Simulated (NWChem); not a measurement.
# C₃H₆BrF; SMILES Br[C@H](CC)F

```xyz
11

C     -1.1471     1.9606    -0.5665
C     -0.4089     1.5700     0.7020
C      0.6436     0.5041     0.5162
F      1.5533     0.8863    -0.4085
Br    -0.1338    -1.2089    -0.0459
H     -1.7258     1.1148    -0.9662
H     -1.8433     2.7883    -0.3687
H     -0.4410     2.2866    -1.3438
H      0.1239     2.4451     1.1155
H     -1.1048     1.2284     1.4842
H      1.1691     0.2643     1.4518
```
Atoms are numbered in this order, from 1.

All runs: NWChem. Pople sets run with spherical d functions. Coordinates come from a PBE0/def2-SVP optimisation. Ions are spin-unrestricted doublets at the neutral geometry; other ion states weren't tried.

| level | basis functions | vertical ionisation energy, ΔSCF (eV) | −ε(HOMO) (eV) | ΔSCF minus −ε(HOMO) (eV) |
|---|---|---|---|---|
| PBE/3-21G | 70 | 9.86 | 6.26 | 3.60 |
| PBE/6-31G* | 100 | 10.03 | 6.59 | 3.44 |
| PBE/6-311G** | 152 | 10.14 | 6.72 | 3.42 |
